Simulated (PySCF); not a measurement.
Electron correlation in Pb⁺ (lead, charge +1)

[Xe] 4f14 5d10 6s1 6p2, high-spin 4P determinant (an excited configuration). All numbers are calculated (PySCF 2.14, the spin-free X2C one-electron Hamiltonian (Gaussian nucleus), in ANO-RCC-VTZP). Frozen: [Kr] 4d10 4f14; 21 electrons correlated.

| level | correlation energy (mhartree) |
| --- | --- |
| CCSD | -536.03 |
| (T) | -12.10 |
| CCSD(T) | -548.13 |

Diagnostics: T1 = 0.0064, D1 = 0.0266, largest double amplitude 0.040.

Is a single reference adequate?

Yes, within this model without spin-orbit coupling: T1 lies below 0.03 and no double amplitude reaches 0.07.

Spin-orbit coupling is strong in this species, so the high-spin LS determinant is a model state.
